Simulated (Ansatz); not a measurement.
AgF, triplet, geometry from GFN2-xTB (such geometries of metal compounds can be far from the true shape) (the multiplicity is a formal guess) (core potentials on Ag); CASSCF(4,4)/def2-SVP (Ansatz, an electronic-structure program).

Input for Ansatz:
Ansatz 0.2 input:
```yaml
crystal:
  periodic: [false, false, false]
  atoms:
    - {symbol: Ag, position_ang: [-0.00000000, -0.00000000, -0.33195313]}
    - {symbol: F, position_ang: [0.00000000, 0.00000000, 1.73353302]}
basis:
  gaussian:
    orbitals: def2-SVP
hamiltonian:
  xc: hf
correlation: {active_space: {window: {electrons: 4, orbitals: 4}}}
magnetization: {spin_polarized: false, initial_magnetization: 2}
```

Problem. Write the output that Ansatz gives for this input, abridged.

Solution. 
```
Functional definition: HF
458 factors; integrals over basis functions are off by at most 6.2e-4 eV
mean field evaluation 1: about -6674.1840 eV, gradient 2.1e1 eV
mean field evaluation 2: about -6674.2007 eV, gradient 2.1e1 eV
mean field evaluation 4: about -6675.2096 eV, gradient 2.6e0 eV
mean field evaluation 8: about -6675.2333 eV, gradient 1.8e-1 eV
mean field evaluation 16: about -6675.6347 eV, gradient 4.8e-4 eV
mean field evaluation 32: about -6669.4767 eV, gradient 1.1e1 eV
mean field evaluation 64: about -6674.6321 eV, gradient 1.7e-6 eV
mean field evaluation 96: about -6670.1927 eV, gradient 1.2e0 eV
mean field evaluation 128: about -6675.6617 eV, gradient 1.8e-1 eV
mean field evaluation 160: about -6675.2327 eV, gradient 4.0e-4 eV
mean field -6675.66189530 eV, -245.3260497262 hartree, gradient 1.9e-6 eV, S^2 2.000000; 14 other end points of the search recorded, 0 dependent functions left out
reference -6675.66189530 eV, -245.3260497262 hartree; 15, 13 occupied and 30, 32 virtual orbitals, 458 factors
state -6675.99310650 eV, -245.3382215133 hartree
Total energy: -6675.99310650 eV, -245.3382215133 hartree
```
